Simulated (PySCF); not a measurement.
PySCF 2.14 output of an unrestricted PBE0 calculation on a single atom or ion in aug-cc-pwCVTZ-PP with ECP60MDF, with a scalar-relativistic core potential:

```
SCF conv_tol = 1e-09
number electrons alpha = 6  beta = 4
    C. Adamo and V. Barone.,  J. Chem. Phys. 110, 6158 (1999)
    M. Ernzerhof and G. E. Scuseria.,  J. Chem. Phys. 110, 5029 (1999)
cycle= 1 E= -47.6403743033103  delta_E= -0.00351  |g|= 0.0145  |ddm|= 0.168
cycle= 2 E= -47.6404470123841  delta_E= -7.27e-05  |g|= 0.00333  |ddm|= 0.0238
cycle= 3 E= -47.6404611658016  delta_E= -1.42e-05  |g|= 0.00112  |ddm|= 0.00929
cycle= 4 E= -47.6404842958951  delta_E= -2.31e-05  |g|= 0.00151  |ddm|= 0.0129
cycle= 5 E= -47.6404457983965  delta_E= 3.85e-05  |g|= 0.000721  |ddm|= 0.0254
cycle= 6 E= -47.6404360874724  delta_E= 9.71e-06  |g|= 0.000105  |ddm|= 0.0211
cycle= 7 E= -47.6404360900533  delta_E= -2.58e-09  |g|= 5.93e-05  |ddm|= 0.000106
cycle= 8 E= -47.6404360886408  delta_E= 1.41e-09  |g|= 8.16e-07  |ddm|= 0.000374
cycle= 9 E= -47.6404360886404  delta_E= 3.91e-13  |g|= 2.73e-07  |ddm|= 5.71e-06
converged SCF energy = -47.6404360886404  <S^2> = 2.0009014  2S+1 = 3.0006009
```

The run itself started from symmetry-adapted Hartree-Fock orbitals and held the occupation by maximum overlap, on a logarithmic radial grid, so the iterations belong to that start.

Problem. Which element, charge and spin multiplicity is this?

Solution. Hf²⁺ (hafnium, charge +2), multiplicity 3; the state was [Xe] 4f14 5d1 6s1, high-spin 3D determinant (an excited configuration).

Energies and moments cover only the electrons outside the core potential. Spin-orbit coupling, absent here, splits the open shell strongly.
